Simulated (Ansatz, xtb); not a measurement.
Two isomers of GeH6SSi

Structure I is `[SiH3][GeH2][SH]`, a singlet and structure II is `S[SiH2][GeH3]`, a singlet. Both are isolated molecules in the gas phase, relaxed with PBE0-D3(BJ)/pcseg-1; the shapes shown needn't be the lowest conformers.

I (Å):

```xyz
9

Ge    0.1218   -1.4706   -1.2116
S    -1.8673   -0.8661   -2.0670
Si   -0.0844   -1.6923    1.1519
H     1.1958   -2.1700    1.7545
H    -1.1625   -2.6832    1.4422
H    -0.4530   -0.3712    1.7358
H     0.5908   -2.7696   -1.8929
H     1.0527   -0.3183   -1.6177
H    -2.5210   -1.9653   -1.6279
```

II (Å):

| atom | x (Å) | y (Å) | z (Å) |
| --- | --- | --- | --- |
| Ge | -0.6104 | -1.3397 | -1.6345 |
| S | -0.5335 | -0.9649 | 2.0917 |
| Si | 0.4023 | -1.9686 | 0.4272 |
| H | -1.7778 | -1.4327 | 1.8429 |
| H | 0.3456 | -3.4521 | 0.5943 |
| H | 1.8236 | -1.5254 | 0.4823 |
| H | 0.0059 | -2.1170 | -2.8102 |
| H | -0.4303 | 0.1663 | -1.8745 |
| H | -2.1158 | -1.6531 | -1.5775 |

Quicker runs give these differences E(II) − E(I): GFN2-xTB +5.32 kcal/mol; HF/STO-3G −0.99 kcal/mol (at GFN2-xTB geometries); r2SCAN-D4/def2-SVP −0.81 kcal/mol (at GFN2-xTB geometries).

Q: Estimate which is lower in electronic energy at CCSD(T)/def2-TZVP, and by roughly how much.

A: Too close to call at this level: CCSD(T)/def2-TZVP gives E(II) − E(I) = −1.46 kcal/mol.

The same difference at several levels:

```tsv
level	geometry	E(II) − E(I) (kcal/mol)	departure from the last row (kcal/mol)	job, with rough time for the two
GFN2-xTB	GFN2-xTB	+5.32	+6.78	optimisation, 0.13 s
HF/STO-3G	GFN2-xTB	−0.99	+0.47	single point, 0.32 s
r2SCAN-D4/def2-SVP	GFN2-xTB	−0.81	+0.65	single point, 3.2 s
PBE0-D3(BJ)/pcseg-1	PBE0-D3(BJ)/pcseg-1	−1.60	−0.14	optimisation, 36 s
HF/def2-TZVP	PBE0-D3(BJ)/pcseg-1	−1.11	+0.34	part of the CCSD(T) run
MP2/def2-TZVP	PBE0-D3(BJ)/pcseg-1	−1.68	−0.22	part of the CCSD(T) run
CCSD(T)/def2-TZVP	PBE0-D3(BJ)/pcseg-1	−1.46		single point, 59 s
```

As drawn, II has 1 S–Si, 1 Ge–H in place of 1 Ge–S, 1 Si–H.

GFN2-xTB puts the two in the other order. The largest departure from CCSD(T)/def2-TZVP is that of GFN2-xTB, 6.78 kcal/mol.

With harmonic frequencies from PBE0-D3(BJ)/pcseg-1 (ideal gas, rigid rotor, one conformer each, 298.15 K, 1 atm): the zero-point term adds +0.02 kcal/mol; ΔH is −1.52 and ΔG −1.43 kcal/mol.

The correlated steps freeze 19 core orbitals; the filled d shell of Ge is correlated, in a basis made for valence electrons. Programs: Ansatz 0.2.0, xtb 6.7.1; the last row on 2 threads of Arm Neoverse V2 on a shared host.
